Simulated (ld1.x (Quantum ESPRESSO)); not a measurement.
# Logarithmic derivatives: Mn (Z = 25), TM

* Element: Mn
* Generator: ld1.x (Quantum ESPRESSO) 7.5
* Type: norm-conserving Troullier–Martins (Kleinman–Bylander form)
* Functional: PBE
* Relativity: scalar-relativistic
* Frozen core: [Ar]
* Valence charge: 7
* Reference configuration: 3d5 4s0 4p0 (charge +2)
* Partial waves: 4p (bound, empty): rc 2.05 bohr; 3d (bound): rc 1.45 bohr; 4s (bound, empty): rc 2.20 bohr
* Local potential: the s channel
* Core correction: Bessel-smoothed model core, default radius (core density twice the valence density)

The phase is arctan(r·u′/u) with u = r·R(r), unwrapped; energies in Ry, scanned from -4 to 5 Ry. A pole is an energy at which the radial function vanishes at the test radius. The pseudo phase is shifted by a multiple of π to meet the all-electron one at the reference energy, and phase errors are pseudo minus all-electron; the curves can meet again beyond the range given. Levels narrower than the energy grid can be missing from the lists of poles.

Task: For each channel, where are the poles, and over which energies does the pseudopotential scatter like the atom?

Result:

```csv
channel,radius (bohr),reference energy (Ry),"poles, all-electron","poles, pseudo",unbroken range about the reference energy with phases within 0.05 rad,phase error 1 Ry above the reference energy (rad)
s,2.40,-1.43,1.16,0.93,below 2.0,-0.009
p,2.40,-1.02,2.24,2.14,the whole range,-0.011
d,2.40,-1.79,"-1.59, 3.95",-1.58,below -0.7,+0.046
```

Note: ghost state, extra bound levels that the all-electron valence spectrum of the same l lacks: p at -334.5 eV. A true bound ghost makes a file unfit for plane-wave use.

Phases in the s channel:

```csv
E (Ry),all-electron,pseudo
-4.00,1.266,1.261
-3.52,1.219,1.215
-3.04,1.149,1.144
-2.56,1.026,1.021
-2.08,0.769,0.764
-1.60,0.126,0.125
-1.12,-0.769,-0.772
-0.64,-1.192,-1.200
-0.16,-1.373,-1.384
0.32,-1.471,-1.486
0.80,-1.535,-1.555
1.28,-1.582,-1.610
1.76,-1.621,-1.662
2.24,-1.658,-1.721
2.72,-1.695,-1.804
3.20,-1.737,-1.956
3.68,-1.790,-2.399
4.16,-1.865,-3.728
4.64,-1.987,-4.331
```
